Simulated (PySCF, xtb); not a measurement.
BrGaH3NO, SMILES [NH2][Ga]([OH])[Br]. Other conformers were not sampled.

Harmonic wavenumbers (cm⁻¹) from GFN2-xTB (xtb) at its own minimum, in rising order: 102, 130, 145, 220, 279, 300, 422, 483, 580, 610, 659, 1422, 3359, 3396, 3632.

Problem. What does B3LYP-D3(BJ)/def2-SVP (PySCF) give at its own minimum? (Estimate from the structure and the level; the computed values follow.)

Solution. 102, 126, 163, 191, 293, 298, 365, 692, 730, 755, 834, 1503, 3587, 3698, 3853. Paired by order, the mean absolute difference is 109 cm⁻¹ and the zero-point energies are 22.5 and 24.6 kcal/mol.
